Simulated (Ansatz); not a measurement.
`BB1CN1`, charge 0, multiplicity 1.

(1) Give a relaxed structure at PBE0-D4/def2-TZVP (Ansatz 0.2.0). (Best estimate.)

Results:

(1) Computed: 
Cartesian coordinates in Å:
```
B 0.3506 -0.8060 1.5915
B -0.0315 0.0620 0.2628
C 0.1648 0.2519 -1.3034
N -0.7117 1.0024 -0.4377
H -0.1454 -1.8780 1.7911
H 1.1909 -0.4468 2.3650
H 1.0245 0.7828 -1.7073
H -0.2768 -0.4778 -1.9819
H -1.5654 1.5096 -0.5802
```
This is one stationary point; other conformers may exist.
